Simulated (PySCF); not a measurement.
Species: F3GeH.
Bonds: F1–Ge2, Ge2–F3, Ge2–F4. Hydrogens: H5 on Ge2.

A GFN2-xTB structure with every atom displaced at random (by about 0.01 Å) was refined with PBE0-D3(BJ)/def2-SVP geometry optimisation, gas phase (PySCF). Values at the start:

```tsv
coordinate	start
F1–Ge2	1.718 Å
Ge2–H5	1.467 Å
F1–Ge2–F3	105.9°
F1–Ge2–H5	113.2°
F3–Ge2–H5	114.1°
```

**Question.** How do these coordinates change at the PBE0-D3(BJ)/def2-SVP level?

**Answer.** 
```tsv
coordinate	PBE0-D3(BJ)/def2-SVP (Å or °)	change
Ge2–H5	1.517	+0.050
F1–Ge2	1.713	-0.005
F3–Ge2–H5	112.5	-1.6
F1–Ge2–H5	112.3	-0.9
F1–Ge2–F3	106.4	+0.5
```

The energy falls by 1.3 kcal/mol over 5 energy and gradient evaluations, the largest force component goes from 0.0201 to 1.8e-04 Eh/bohr, and the atoms move by 0.034 Å rms after alignment. The bond that changes most is Ge2–H5 (ends: germanium bonded to 3 F and H; Ge–H hydrogen), which lengthens by 0.050 Å. Bonds longer at the end by more than 0.005 Å: 2 of 4; shorter: 0. Rotational constants go from 5923, 5633, 3658 to 5720, 5712, 3535 MHz.

The run used 79 basis functions and 31 SCF cycles in all.

Stationary, but not proved a minimum.
